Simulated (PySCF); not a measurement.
C4H7FO2Si2.
SMILES: `Fc1coc([SiH2]O[SiH3])c1`

Method: PySCF, TDDFT B3LYP/def2-SVPD, vertical, gas phase, core orbitals frozen in the response. The structure is a single PBE0-D3(BJ)/def2-SVP conformer in the gas phase; no vibrational or solvent corrections. Torsions of this conformer, `[F:1][c:2]1[cH:3][o:4][c:5]([SiH2:6][O:7][SiH3:8])[cH:9]1`: O4–C5–Si6–O7 -64°, C5–Si6–O7–Si8 -2°.

```tsv
state	λ (nm)	E (eV)	f	main configurations (H = HOMO, L = LUMO)
S1	230.7	5.37	0.218	H→L (94%)
S2	200.2	6.19	0.015	H→L+1 (63%), H→L+2 (21%)
S3	195.8	6.33	0.065	H-1→L (72%)
S4	195.2	6.35	0.014	H→L+2 (66%), H→L+3 (16%), H→L+1 (15%)
S5	192.5	6.44	0.0058	H-2→L (92%)
S6	188.1	6.59	0.0044	H→L+3 (70%), H→L+1 (11%)
```

The lowest singlet lies at 5.37 eV (231 nm, ultraviolet) and is strong; its leading configuration is HOMO→LUMO (94%). The lowest level is also the most intense of those listed (f = 0.218). Löwdin shares by element: HOMO carbon 69% or more, oxygen 8% or more (atoms not listed hold the other 22%); LUMO carbon 46% or more, silicon 14% or more (atoms not listed hold the other 41%). Of the 6 states listed, 4 reach f = 0.01 and none stays under 0.0005. Orbital energies (eV): HOMO-3 -8.77, HOMO-2 -8.47, HOMO-1 -8.10, HOMO -6.88, LUMO -1.13, LUMO+1 -0.01, LUMO+2 0.23. Weighted by f, the mean energy of these states is 5.69 eV. Singlets were solved by full linear response.
